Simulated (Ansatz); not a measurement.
Two members of one family (Series ZrCl3X), computed with Ansatz in the gas phase; def2 core potentials for Zr, no spin–orbit coupling. Binding counts from free atoms in the multiplicity of their measured ground term, without zero-point energy. A dash marks a value that wasn't run or was left out as unsound. The structures are stationary points that may keep the symmetry of their start. Remarks come from the PBE and PBE0 runs and from stability tests at other levels; not every state was tested. HOMO above LUMO (over both spins in singlets and doublets, within one spin in higher multiplets; at PBE or PBE0), or a gap under 0.15 eV within one spin, warns that the state may not be the lowest or that an electron is smeared out.

First: ZrFCl3 (singlet, charge 0, PBE0-D4/def2-SVP geometry).

```tsv
atom	x (Å)	y (Å)	z (Å)
Zr1	0.057	-0.001	-0.062
F2	1.334	-0.039	-1.443
Cl3	0.788	1.430	1.621
Cl4	-0.208	-2.149	0.796
Cl5	-1.971	0.759	-0.913
```

```json
{"level": "PBE-D4/def2-SVP", "HOMO (eV)": "-8.22", "LUMO (eV)": "-3.13", "gap (eV)": "5.09", "vertical triplet (eV)": "–", "binding per atom (eV)": "–"}
{"level": "PBE-D4/def2-TZVP", "HOMO (eV)": "-8.32", "LUMO (eV)": "-3.28", "gap (eV)": "5.04", "vertical triplet (eV)": "5.25", "binding per atom (eV)": "–"}
{"level": "r2SCAN-D4/def2-TZVP", "HOMO (eV)": "-8.71", "LUMO (eV)": "-3.18", "gap (eV)": "5.54", "vertical triplet (eV)": "5.45", "binding per atom (eV)": "–"}
{"level": "ωB97X-V/def2-TZVP", "HOMO (eV)": "-12.08", "LUMO (eV)": "-0.36", "gap (eV)": "11.72", "vertical triplet (eV)": "–", "binding per atom (eV)": "4.45"}
{"level": "ωB97M-V/def2-TZVP", "HOMO (eV)": "-11.90", "LUMO (eV)": "-0.40", "gap (eV)": "11.51", "vertical triplet (eV)": "–", "binding per atom (eV)": "4.40"}
```

Metal–donor distances: 1 × F 1.88 Å, 3 × Cl 2.33 Å.

Second: ZrBrCl3 (singlet, charge 0, PBE0-D4/def2-SVP geometry).

| atom | x (Å) | y (Å) | z (Å) |
| --- | --- | --- | --- |
| Zr1 | 0.0291 | 0.0149 | -0.0029 |
| Br2 | -2.1536 | -1.1239 | 0.2096 |
| Cl3 | 1.5065 | -0.8543 | 1.5614 |
| Cl4 | -0.2505 | 2.2881 | 0.3710 |
| Cl5 | 0.8685 | -0.3248 | -2.1391 |

Question: Estimate the same table for the second.

Answer: 
```
              level  HOMO (eV)  LUMO (eV)  gap (eV)  vertical triplet (eV)  binding per atom (eV)
    PBE-D4/def2-SVP      -7.89      -3.38      4.51                      –                      –
   PBE-D4/def2-TZVP      -7.96      -3.50      4.46                   4.70                      –
r2SCAN-D4/def2-TZVP      -8.33      -3.42      4.91                   4.90                      –
  ωB97X-V/def2-TZVP     -11.57      -0.69     10.89                      –                   4.00
  ωB97M-V/def2-TZVP     -11.41      -0.71     10.70                      –                   3.95
```

Metal–donor distances: 1 × Br 2.47 Å, 3 × Cl 2.32 Å. Remarks: gap within one spin near zero at PBE or PBE0 (triplet).
